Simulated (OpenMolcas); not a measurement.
Pt6+: moving or changing the point charges

Pt6+ among 4 point charges of -2 e arranged as a square (D4h), 2.23 Å from the ion.
```
   2.2300    0.0000    0.0000  -2.00
   0.0000    2.2300    0.0000  -2.00
  -2.2300    0.0000    0.0000  -2.00
   0.0000   -2.2300    0.0000  -2.00
```

```json
{
  "Program": "OpenMolcas 26.06",
  "Method": "CASSCF",
  "Basis": "ANO-RCC-VDZP [7s6p4d2f]",
  "Scalar Hamiltonian": "DKH2, point nucleus",
  "Active space": "4 electrons in 5 orbitals (5d)",
  "State averaging": "2S+1 = 5 even, 5 roots; 2S+1 = 3 even, 45 roots; 2S+1 = 1 even, 50 roots",
  "Spin-orbit coupling": "state interaction with AMFI integrals over the reference wave functions"
}
```

Runs around this geometry, states (labels of D4, the rotations of D4h). Energies in cm-1 above the lowest state or level, χT in cm3 K/mol.

| R (Å) | q (e) | Ground state | First state of that spin | First gap with spin-orbit (degeneracies) | χT at 300 K | First state of another spin |
| --- | --- | --- | --- | --- | --- | --- |
| 2.23 | -1.6 | 5B1 | 5B2 2802 | 4680 (1, 1) | 0.047 | 3B1 22608 |
| 2.09 | -2 | 5B1 | 5B2 4752 | 3780 (1, 1) | 0.067 | 3E 22594 |
| 2.23 | -2 | 5B1 | 5B2 3472 | 4206 (1, 1) | 0.056 | 3E 22644 |
| 2.43 | -2 | 5B1 | 5B2 2286 | 4765 (1, 1) | 0.045 | 3B1 22586 |

Taking the first state of the same spin as R^-n, n = -ln(2286 / 4752) / ln(2.43 / 2.09) = 4.9 between the shortest and longest distance.

Scaling the charges by -1.6 / -2 = 0.80 scales the first state of the same spin by 2802 / 3472 = 0.81; with fixed orbitals a first-order splitting would follow the charge.

Without dynamic correlation the repulsion within the d shell is too large (B by tens of per cent), so at a given field states of lower spin stand too high. Point charges give a weaker field than real ligands, and real ions of this kind are as a rule low spin; the high spin found here belongs to the model. Spin-orbit coupling mixes the spin-free states strongly: the lowest level takes only 27 % from its leading state, 5B1 (figures for R = 2.23, q = -1.6; the like holds for R = 2.09, q = -2, R = 2.23, q = -2, R = 2.43, q = -2). Point charges carry no covalency, so the field is a model and not that of real ligands. No measured value stands beside these numbers.
